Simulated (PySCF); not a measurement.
Species: C6H11N.
Numbering: `[CH3:1][C:2]#[C:3][CH2:4][CH2:5][NH:6][CH3:7]` (hydrogens: H8, H9, H10 on C1; H11, H12 on C4; H13, H14 on C5; H15 on N6; H16, H17, H18 on C7)

Structure used (GFN2-xTB), in Å, numbered top down from 1:
```xyz
18
C6H11N angstrom
C      3.874   -0.468    0.222
C      2.480   -0.155   -0.014
C      1.329    0.102   -0.228
C     -0.072    0.397   -0.453
C     -0.868    0.337    0.869
N     -2.278    0.638    0.758
C     -3.065   -0.352    0.054
H      4.333    0.304    0.839
H      3.958   -1.426    0.734
H      4.409   -0.527   -0.726
H     -0.476   -0.328   -1.165
H     -0.167    1.398   -0.888
H     -0.433    1.052    1.574
H     -0.772   -0.663    1.302
H     -2.406    1.552    0.333
H     -2.938   -1.313    0.552
H     -4.115   -0.068    0.115
H     -2.803   -0.474   -1.007
```

Method used: PySCF, TDDFT PBE0/def2-SVPD, vertical, gas phase, core orbitals frozen in the response.

Broadening: Gaussians 0.4 eV wide at half height, area fixed by f = 4.319×10⁻⁹ ∫ε dν̃. The width is an assumption, not a result. The curve ends short of the highest state used, and states not computed would add to its high-energy end.

| E (eV) | ε (L mol⁻¹ cm⁻¹) |
| --- | --- |
| 5.17 | 0 |
| 5.21 | 1 |
| 5.25 | 2 |
| 5.28 | 3 |
| 5.32 | 6 |
| 5.35 | 9 |
| 5.39 | 15 |
| 5.42 | 22 |
| 5.46 | 36 |
| 5.49 | 49 |
| 5.53 | 71 |
| 5.56 | 90 |
| 5.60 | 117 |
| 5.64 | 146 |
| 5.67 | 165 |
| 5.71 | 186 |
| 5.74 | 196 |
| 5.78 | 201 |
| 5.81 | 198 |
| 5.85 | 186 |
| 5.88 | 174 |
| 5.92 | 156 |
| 5.95 | 144 |
| 5.99 | 136 |
| 6.03 | 140 |
| 6.06 | 155 |
| 6.10 | 191 |
| 6.13 | 230 |
| 6.17 | 299 |
| 6.20 | 361 |

Task: Where are the band maxima, and which computed states make them?

Result: 215 nm (5.78 eV), ε about 200, made up of S1 (99%) (ε in L mol⁻¹ cm⁻¹; maxima over ε = 5, shares over 10%). At its high-energy end, 6.20 eV, the curve is still rising (ε about 360, from S2 and S3). The states used: S1 5.77 eV (f 0.0030); S2 6.36 eV (f 0.0063); S3 6.46 eV (f 0.0027); S4 6.65 eV (f 0.0030); S5 6.76 eV (f 0.017); S6 6.80 eV (f 0.035).

Task: Coming from long wavelengths, where does ε first pass 100 L mol⁻¹ cm⁻¹?

Result: At about 222 nm (5.58 eV), 0.20 eV below S1.

Task: On this curve, what absorbance would a 10⁻⁴ mol/L sample give at 222 nm over a 1 cm path?

Result: 222 nm is 5.585 eV, where ε is about 110 L mol⁻¹ cm⁻¹, so A = ε c l ≈ 0.011 (Beer–Lambert, with the gas-phase spectrum and the assumed width).

Task: What would ε be at 5.78 eV, the highest of these maxima, with half the width (0.2 eV)?

Result: About 398 L mol⁻¹ cm⁻¹ against 201, a factor of about 1.98; a lone state at its own centre would give exactly 2.

One conformer stands for the species.
